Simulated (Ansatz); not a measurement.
`FB([SiH3])Br`, charge 0, multiplicity 1.

Problem. Give a relaxed structure at PBE0-D4/def2-TZVP (the Gaussian-basis code of Ansatz). (Best estimate.)

Solution. Computed: 
Z-matrix (Å, degrees):
```
Si
B 1 2.027
H 1 1.487 2 108.5
H 1 1.487 2 108.5 3 118.0
H 1 1.486 2 111.9 3 -121.0
Br 2 1.923 1 119.5 3 -58.9
F 2 1.313 1 123.6 3 121.1
```
Point group Cs.
